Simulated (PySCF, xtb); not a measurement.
GeH, SMILES [GeH] (connectivity only; charge and spin as stated), charge +1, multiplicity 1.

Harmonic wavenumbers (cm⁻¹) from GFN2-xTB in xtb at its own minimum, in rising order: 1571.

Task: What does PBE-D3(BJ)/def2-TZVPD run with PySCF give at its own minimum? (Estimate from the structure and the level; the computed values follow.)

Result: 1935. Paired by order, the mean absolute difference is 365 cm⁻¹ and the zero-point energies are 2.2 and 2.8 kcal/mol.
